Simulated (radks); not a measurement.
Q: The mean radii <r> (bohr) of the occupied orbitals of an atom or ion are listed with their occupations. Method: Dirac Kohn-Sham, PBEsol, spin-unpolarised, spherical densities, point nucleus; computed with a radial shooting solver on a logarithmic mesh with Libxc functionals.

orbital  occ.     <r>
1s1/2       2  0.1114
2s1/2       2  0.5679
2p1/2       2  0.5350
2p3/2       4  0.5372
3s1/2       2   1.952

Name the element and its charge. Open shells, if any, fill j = l - 1/2 first.

A: Z = 14, silicon, charge +2: Si2+ in [Ne] 3s2. The 1s radius gives Z: for a bare nucleus <r> = (2 gamma + 1)/(2Z) with gamma = sqrt(1 - (Z/c)^2), 0.1068 bohr for Z = 14, and screening makes it slightly larger (0.1114 here). The occupations add up to 12, and the charge is Z minus that.
